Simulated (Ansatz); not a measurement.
Wavefunction ladder for `BN1[SiH2][SiH]1Cl`

Z-matrix (Å, degrees):
```
Si
N 1 1.775
Si 1 2.225 2 50.2
H 1 1.482 2 115.2 3 -112.3
H 1 1.484 2 115.7 3 115.2
B 2 1.407 1 140.1 3 -177.8
Cl 3 2.046 1 123.5 2 -98.5
H 3 1.478 1 127.8 2 95.6
H 6 1.199 2 119.6 1 -179.8
H 6 1.200 2 119.6 1 0.4
```

Charge 0, multiplicity 1. Geometry: relaxed with PBE0-D4/def2-TZVP. Frozen core, restricted reference, Ansatz 0.2.0. CBS rows extrapolate triple and quadruple zeta; past MP2 they add the triple-zeta difference.

```tsv
basis	HF (Eh)	MP2 corr.	CCSD corr.	(T)	CCSD(T) total
def2-SVP	-1119.08779	?	-0.62264	?	?
def2-TZVPP	-1119.55224	-0.72534	-0.78132	?	?
def2-QZVPP	-1119.58692	-0.78387	–	–	–
CBS(def2)	-1119.59169	-0.82722	?	as TZ	?
```

(1) Fill in the withheld values. (Estimate.)

Results:

(1) Computed: def2-SVP MP2 corr.: -0.56530; def2-SVP (T): -0.01919; def2-SVP CCSD(T) total: -1119.72962; def2-TZVPP (T): -0.03413; def2-TZVPP CCSD(T) total: -1120.36769; CBS(def2) CCSD corr.: -0.88320; CBS(def2) CCSD(T) total: -1120.50902.
